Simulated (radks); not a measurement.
Results of a calculation; reference values are marked as such.
Problem. Code: a radial shooting solver on a logarithmic mesh with Libxc functionals. Model: non-relativistic Kohn-Sham, LB94 model potential, spin-polarised, spherical densities, point nucleus; open shells are filled with parallel spins first. Response by self-consistent Sternheimer equations with the Hartree and adiabatic LDA kernel. For heavy and open-shell atoms this level of theory can miss by tens of per cent. Rank Be+, S2+, Cl+, Br2+, Sc+, O+, Cd, H (NIST ground configurations) by static dipole polarisability, largest first.

Solution. Sc+ 46.64, Cd 39.77, Be+ 22.44, Cl+ 8.832, Br2+ 8.338, S2+ 7.309, H 5.200, O+ 2.602 bohr^3.
